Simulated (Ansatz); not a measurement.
`O=C[SiH2][SiH2][AlH2]` and `O=C[SiH2][Zn][OH]` differ in one atom or group.

Ansatz, PBE0-D4/def2-TZVP geometries, multiplicity 1. Each molecule was computed in one conformer, which needn't be the lowest.

Scalar relativity is left out up to krypton.

```tsv
property	`O=C[SiH2][SiH2][AlH2]`
size of the dipole moment (B3LYP/def2-TZVPP) / D	2.57
HOMO–LUMO gap (B3LYP/def2-TZVPP) / eV	4.09
LUMO energy (PBE0/def2-TZVPP) / eV	-2.43
HOMO energy (ωB97M-V/def2-TZVPP) / eV	-9.02
LUMO energy (ωB97M-V/def2-TZVPP) / eV	-0.79
HOMO–LUMO gap (PBE/def2-TZVPP) / eV	2.40
```

(1) Give the same properties after the change, and the shifts. (Best estimate.)

Results:

(1) The calculation gave: 
| property | `O=C[SiH2][Zn][OH]` | shift |
| --- | --- | --- |
| size of the dipole moment (B3LYP/def2-TZVPP) / D | 1.96 | -0.61 |
| HOMO–LUMO gap (B3LYP/def2-TZVPP) / eV | 5.02 | 0.93 |
| LUMO energy (PBE0/def2-TZVPP) / eV | -1.72 | 0.71 |
| HOMO energy (ωB97M-V/def2-TZVPP) / eV | -9.46 | -0.44 |
| LUMO energy (ωB97M-V/def2-TZVPP) / eV | 0.52 | 1.31 |
| HOMO–LUMO gap (PBE/def2-TZVPP) / eV | 2.88 | 0.48 |

With PBE0 the HOMO falls by 0.29 eV and the LUMO rises by 0.71 eV, so the gap widens by about 1.00 eV. PBE moves the HOMO by -0.18 eV and ωB97M-V by -0.44 eV. Dipoles are sizes alone; their direction can turn.

B3LYP here is the variant with VWN-RPA as its local correlation; programs differ in this.
